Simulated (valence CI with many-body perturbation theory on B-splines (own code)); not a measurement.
The numbers below are computed, except where a source is named.
# From CI to CI+MBPT in Pm XXXVIII

Level of theory: configuration interaction combined with many-body perturbation theory (CI+MBPT): six valence electrons over a frozen Dirac-Fock core [Ar], a basis of 7 s, 7 p, 8 d, 6 f, 4 g, 1 h functions for each j, with the one-electron correlation potential Σ1 (screened to all orders), the two-electron term Σ2, the three-electron term Σ3, Breit, model QED; selected single and double excitations, second order for the rest, scaled by the run's own slope (own B-spline code, finite nucleus).

No measured spectrum was set against this ion. As an estimate, large intervals hold to a few tenths of a per cent, small ones and those within an open d or f shell to about a per cent. Core correlation moves these levels by up to 7800 cm⁻¹, and in measured spectra 5 to 20 % of such shifts remained as error; rates that hang on mixing are uncertain with them. Among the levels kept, up to 1000 cm⁻¹ of a level comes from second order outside the variational space, and about a tenth of that is noise between levels of different J, which matters for small intervals. Only levels of the ground parity were solved; by the run's estimate the other parity begins above the list, which can be wrong where configurations are misplaced.

Each rung adds one term. CI alone is the Dirac-Coulomb CI over the frozen core; QED comes last and gives the full result, which names the levels. Energies are above (3d3/2^4 3d5/2^2) J=4 on the same rung, in cm⁻¹.

Levels are named by their leading jj configuration (3d3/2^4 stands for four electrons in 3d with j = 3/2), which in mixed levels can hold well under half, so a name can repeat and another be missing. Letters in brackets count levels of one name in rising energy.

| Level | CI alone | + Σ1 | + Σ2 | + Σ3 | + Breit | Full |
| --- | --- | --- | --- | --- | --- | --- |
| (3d3/2^4 3d5/2^2) J=2 | 46278 | 46314 | 43152 | 41997 | 45020 | 45018 |
| (3d3/2^4 3d5/2^2) J=0 | 129220 | 129559 | 126505 | 126369 | 130441 | 130578 |
| (3d3/2^3 3d5/2^3) J=3 [a] | 171572 | 172780 | 175386 | 176648 | 172808 | 173426 |
| (3d3/2^3 3d5/2^3) J=4 [a] | 197166 | 198246 | 200937 | 201313 | 196757 | 197291 |
| (3d3/2^3 3d5/2^3) J=1 [a] | 199197 | 200437 | 201850 | 202391 | 200843 | 201466 |
| (3d3/2^3 3d5/2^3) J=5 | 249228 | 250404 | 253095 | 252857 | 243887 | 244456 |
| (3d3/2^3 3d5/2^3) J=6 | 252083 | 253272 | 258055 | 256630 | 244266 | 244842 |
| (3d3/2^3 3d5/2^3) J=2 [a] | 286041 | 287271 | 285305 | 283960 | 280365 | 280945 |
| (3d3/2^3 3d5/2^3) J=3 [b] | 291777 | 293047 | 292150 | 292415 | 286997 | 287598 |
| (3d3/2^3 3d5/2^3) J=2 [b] | 355063 | 356738 | 355557 | 356716 | 352057 | 352859 |
| (3d3/2^3 3d5/2^3) J=0 | 366638 | 367807 | 359948 | 361038 | 359157 | 359670 |
| (3d3/2^3 3d5/2^3) J=4 [b] | 368025 | 369473 | 369181 | 368600 | 361662 | 362333 |
| (3d3/2^3 3d5/2^3) J=1 [b] | 368886 | 370296 | 365524 | 367261 | 366087 | 366738 |
| (3d3/2^3 3d5/2^3) J=3 [c] | 397020 | 398339 | 393373 | 393826 | 390452 | 391038 |
| (3d3/2^2 3d5/2^4) J=2 [a] | 400637 | 402768 | 404343 | 404196 | 397651 | 398712 |
| (3d3/2^2 3d5/2^4) J=0 [a] | 415139 | 417422 | 419390 | 421519 | 416023 | 417165 |
| (3d3/2^2 3d5/2^4) J=4 [a] | 439033 | 441403 | 445939 | 445353 | 434053 | 435225 |
| (3d3/2^2 3d5/2^4) J=5 | 465481 | 467915 | 473241 | 472789 | 457816 | 459014 |
| (3d3/2^2 3d5/2^4) J=3 [a] | 465162 | 467469 | 468072 | 469069 | 460195 | 461326 |

Problem. How does the ionisation energy move along the ladder, and which term matters most?

Solution. CI alone 2637.5, + Σ1 2639.7, + Σ2 2652.1, + Σ3 2652.4, + Breit 2651.5, + QED 2651.6 eV. The largest step is Σ2, 12.4 eV. NIST lists 2652 ± 4 eV (theoretical).
